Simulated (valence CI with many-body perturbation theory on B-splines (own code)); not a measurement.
## Basis-set convergence for Os XLVI

Computed by relativistic CI+MBPT: three valence electrons over a frozen Dirac-Fock core [Ar] 3d10, radial functions for each j: 9 s, 9 p, 8 d, 6 f, 3 g, 1 h, with the one-electron correlation potential Σ1, the two-electron term Σ2, the three-electron term Σ3, Breit, model QED; selected CI, second order for the rest, scaled by the run's own slope (own B-spline code, finite nucleus).

The last digits are not significant, and no measured levels were compared; by estimate large intervals hold to a few tenths of a per cent, small ones and those within an open d or f shell to about a per cent.

The reference run has the lowest level (4s^2 4p1/2) J=1/2 and an ionisation energy of 2401.25 eV. Its largest variational space holds 8851 state functions.

Levels are named by their leading jj configuration (3d3/2^4 stands for four electrons in 3d with j = 3/2), which in mixed levels can hold well under half, so a name can repeat and another be missing. Letters in brackets count levels of one name in rising energy.

Changed runs:
A. basis 6 s, 6 p, 5 d, 3 f, 1 g
B. basis 5 s, 5 p, 4 d, 2 f

Excitation energies of the reference run in cm⁻¹, and shifts in cm⁻¹:

| Level | Reference | A | B |
| --- | --- | --- | --- |
| (4s 4p1/2^2) J=1/2 | 822180 | -18 | +5.0 |
| (4s^2 4p3/2) J=3/2 | 913311 | -37 | -83 |
| (4s 4p1/2 4p3/2) J=3/2 [a] | 1623860 | -189 | -669 |
| (4s 4p1/2 4p3/2) J=5/2 | 1694580 | -63 | -142 |
| (4s 4p1/2 4p3/2) J=3/2 [b] | 1794160 | +28 | +262 |
| (4s 4p1/2 4p3/2) J=1/2 | 1814070 | +35 | +306 |
| (4s^2 4d3/2) J=3/2 | 2268630 | +160 | +947 |
| (4s^2 4d5/2) J=5/2 | 2428480 | 0 | +217 |
| (4s 4p3/2^2) J=5/2 | 2610860 | +25 | +370 |
| (4p1/2^2 4p3/2) J=3/2 | 2617410 | -42 | -23 |
| (4s 4p3/2^2) J=1/2 | 2726820 | +74 | +539 |
| (4s 4p3/2^2) J=3/2 | 2756560 | +78 | +574 |
| Ionisation energy (eV) | 2401.25 | -0.025 | -0.09 |
